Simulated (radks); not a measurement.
Values are calculated unless marked as measured or tabulated.
Problem. Species: Nd16+. Configuration: [Kr] 4d8 (the NIST ground configuration). Level of theory: scalar-relativistic Kohn-Sham, SCAN, spin-polarised, spherical densities, finite nucleus; open shells are filled with parallel spins first (spin-orbit coupling, left out, can overturn this in heavy ions); meta-GGA in the generalised Kohn-Sham scheme; Fermi nuclear charge, rms radius 4.9123 fm (a radial shooting solver on a logarithmic mesh with Libxc functionals). Some entries of the table are withheld. Estimate them.

| orbital | occ. | eigenvalue (eV) | <r> (bohr) | <1/r> (bohr^-1) |
|---|---|---|---|---|
| 1s up | 1 | -43825.90 | 0.02363 | 66.04 |
| 1s down | 1 | -43825.84 | 0.02363 | 66.04 |
| 2s up | 1 | -7410.333 | 0.1009 | 15.28 |
| 2s down | 1 | -7409.327 | 0.1009 | 15.28 |
| 2p up | 3 | -6658.498 | 0.08879 | 14.39 |
| 2p down | 3 | -6657.569 | 0.08879 | 14.39 |
| 3s up | 1 | -1893.910 | 0.2653 | 5.590 |
| 3s down | 1 | -1893.357 | 0.2653 | 5.589 |
| 3p up | 3 | -1654.939 | 0.2636 | 5.275 |
| 3p down | 3 | -1654.261 | 0.2635 | 5.275 |
| 3d up | 5 | -1324.923 | 0.2410 | 4.998 |
| 3d down | 5 | -1323.818 | 0.2410 | 4.998 |
| 4s up | 1 | -643.6247 | 0.5883 | 2.406 |
| 4s down | 1 | -639.4462 | 0.5886 | 2.405 |
| 4p up | 3 | -561.7120 | 0.6142 | 2.247 |
| 4p down | 3 | -557.6000 | 0.6147 | 2.245 |
| 4d up | 5 | -444.4195 | (1) | 2.038 |
| 4d down | 3 | -440.4084 | (2) | 2.036 |

Solution. 
(1) 4d up <r> (bohr): 0.6463
(2) 4d down <r> (bohr): 0.6473
